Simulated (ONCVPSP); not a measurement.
**Before and after: ONCV potential for O (Z = 8)**

oxygen (O), optimised norm-conserving Vanderbilt (ONCV), made with ONCVPSP 4.0.1 (PBE, scalar-relativistic). Core [He], reference 2s1.75 2p4.25. Waves: 2s: rc 0.80 bohr, ncon 4, nbas 8, qcut 9 1/bohr, local; 2p: rc 1.05 bohr, ncon 4, nbas 8, qcut 8.5 1/bohr, 2 projectors, debl 0.5 Ha; d scattering state at 0.04 Ha: rc 0.80 bohr, ncon 3, nbas 6, qcut 13.6 1/bohr, 2 projectors, debl 3.8 Ha. Local part: the s channel. Core correction: Teter function, fcfact 2.75, rcfact 1.5.

All-electron outer shells of the reference configuration (PBE, scalar-relativistic, ld1.x):

```
shell  level (eV)  outermost node (bohr)  outermost maximum (bohr)
   1s     -514.88                      –                      0.13
   2s      -24.08                   0.28                      0.87
   2p       -9.14                      –                      0.82
```

Change: all radii but the core radius scaled by about 0.95 (s 0.76, p 1.00, d 0.76 bohr).

Cutoffs: the cutoffs (Ha) at which the residual kinetic energy of the hardest occupied pseudo-wave falls to 1 and 0.1 mHa per electron; they do not see the model core or the augmentation charge, which bear on the density cutoff. Errors are all-electron minus pseudo energies relative to the spin-unpolarised reference configuration.

**Question.** What does the change do?

**Answer.** The potential gets harder (54 Ha and 172 Ha → 70 Ha and 194 Ha); of the 4 tests that both files solve, the error grows in 0 and shrinks in 2 by more than 15 % and 0.3 meV (median size 9.1 → 7.6 meV); neither file shows a bound ghost. A smaller radius makes the pseudo-wave follow the all-electron one further in, where it bends more sharply, so more plane waves are needed.

```csv
quantity,base,changed
"cutoff, loose",54 Ha,70 Ha
"cutoff, tight",172 Ha,194 Ha
loose cutoff by channel,"s 40 Ha, p 54 Ha","s 41 Ha, p 70 Ha"
bound ghosts,none,none
GHOST(+) flags under 300 eV,none,none
"error for 2s2 2p4, meV [ΔE -3.73 eV]",+0.8,+0.8
"error for 2s2 2p3, meV [ΔE 12.70 eV]",+14,+12
"error for 2s2 2p2, meV [ΔE 46.28 eV]",+96,+81
"error for 2s2 2p3.5, meV [ΔE 2.55 eV]",+3.9,+3.3
"rms error of d²Exc/dni dnj with the model core, mHa",1.32,1.25
```
